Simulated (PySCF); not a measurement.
Al(H)(NH2)2, SMILES [NH2][AlH][NH2] (H5AlN2) at its B3LYP/def2-SVP optimised geometry (Å):

```
8

Al    -0.2312     0.5464     0.0000
H     -1.0110     1.9206     0.0000
N     -1.1435    -0.9808     0.0001
H     -2.1578    -1.0290     0.0019
H     -0.7591    -1.9206    -0.0024
N      1.5477     0.5464     0.0000
H      2.1578    -0.2652     0.0021
H      2.1091     1.3927    -0.0021
```

Level of theory: B3LYP/def2-TZVP run with PySCF. Cells within 0.4 Å of a nucleus heavier than hydrogen are left out (blank, or x).

Map of the electron localisation function on the plane z = 0.0 Å:

```
|00000000000000000000000000000|
|00000000000000000000000000000|
|00000000000000000000000000000|
|00000000147774100000000000000|
|00000002899999610000000000000|
|00000028999999930000000000000|
|00000069999999930000354200000|
|00000189999999930003788620000|
|00000289999999820027999850000|
|00000179999999511248999850000|
|00000027999940003568999730000|
|00000001467117605866997410000|
|0000000000107xx168xxx64100000|
|0000000001106xx168xx676300000|
|00000011236502205767999730000|
|00002566567883002458999851000|
|0001689997xx87400137999861000|
|0002789997xx66300014898850000|
|0002789997xx76300001577510000|
|00015888767998510000122000000|
|00001454348999720000000000000|
|00000010138999730000000000000|
|00000000027998730000000000000|
|00000000015787510000000000000|
|00000000001343100000000000000|
|00000000000000000000000000000|
|00000000000000000000000000000|
|00000000000000000000000000000|
|00000000000000000000000000000|
```
Scale: ten equal steps from 0.000 (start of '0') to 1.00 (end of '9'), in the order '0123456789'; x runs from -4.50 to 4.50, y from -4.50 (bottom) to 4.50 (top).
